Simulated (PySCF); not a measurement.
## Ionisation energy of Cs by level of theory

Cs [Xe] 6s1 (2S) → Cs⁺ [Xe] (1S), as a difference of total energies. Calculation: PySCF 2.14, in aug-cc-pVQZ-X2C (10s9p7d4f2g, 118 functions); the spin-free X2C one-electron Hamiltonian (Gaussian nucleus). The calculations carry no spin-orbit coupling.

Problem. Order these methods by the ionisation energy they give, lowest first.
A. LDA
B. r2SCAN
C. PBE
D. UHF

Solution. D (3.480 eV), B (3.781 eV), C (3.980 eV), A (4.108 eV).

For comparison: 3.894 eV (measured; NIST Atomic Spectra Database, ionization energies).
